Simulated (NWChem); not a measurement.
System: C2H7NSi; SMILES C1NC[SiH2]1

```xyz
11

C     -0.1314     0.4561     1.1665
N      0.2772     1.2644     0.0000
C     -0.1314     0.4561    -1.1665
Si     0.0513    -1.0522     0.0000
H      0.5305     0.5689     2.0511
H     -1.1921     0.5955     1.5014
H     -0.0436     2.2416     0.0000
H     -1.1921     0.5955    -1.5014
H      0.5305     0.5689    -2.0511
H     -1.0032    -2.1279     0.0000
H      1.4129    -1.6889     0.0000
```
Atoms are numbered in this order, from 1.

All runs: NWChem. The geometry was optimised at PBE-D3(BJ)/def2-SVP. Level: M05-2X/def2-SVP with SMD (1 M gas to 1 M solution), gas-phase geometry. Reactions with the solvent are ignored.

Question: Among these, which solvent gives the lowest value of “dipole in solution (D)”?
A) benzene
B) water
C) ethylene glycol
D) N,N-dimethylformamide

Answer: A, benzene. Values: benzene 1.24; N,N-dimethylformamide 1.44; ethylene glycol 1.44; water 1.45
